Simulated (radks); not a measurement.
Problem. Neutral gold, [Xe] 4f14 5d10 6s1. Method: non-relativistic Kohn-Sham, exchange-only PBE, spin-polarised, spherical densities, point nucleus; computed with a radial shooting solver on a logarithmic mesh with Libxc functionals. Every spin shell is full or empty, so the densities are truly spherical. Functionals are evaluated on that one density, not self-consistently. Rank these exchange functionals by their error against the exact value of the orbitals, and give that value: LDA, PBE, PW91, AM05, SOGGA, G96, EV93, TPSS, r2SCAN.

Solution. Exact: -338.002 hartree. From best to worst, with 100 (|E| - |E exact|)/|E exact| (equal figures are ties): PW91 +0.09, r2SCAN -0.15, PBE -0.30, TPSS -0.38, EV93 -0.47, G96 +0.50, SOGGA -1.77, AM05 -3.58, LDA -3.78.
